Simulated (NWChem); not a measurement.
[NH2][GeH2][NH2] (GeN2H6), optimised at PBE0/def2-SVP with NWChem:

```
Property                           Result
---------------------------------  ------
highest occupied level (eV)         -6.95
orbital gap (eV)                     8.31
dipole (D)                           0.38
highest harmonic frequency (cm⁻¹)    3684
zero-point energy (kcal/mol)         42.4
```

All stand in one matching conformer (torsions within 35°), which need not be the lowest.

Task: One Ge atom is replaced by Si, giving N[SiH2]N (SiN2H6), optimised at the same level. How do these values move?

Result: 
| quantity | new value | change |
|---|---|---|
| highest occupied level (eV) | -6.94 | +0.01 |
| orbital gap (eV) | 8.72 | +0.41 |
| dipole (D) | 0.81 | +0.43 |
| highest harmonic frequency (cm⁻¹) | 3726 | +42 |
| zero-point energy (kcal/mol) | 43.4 | +1.0 |
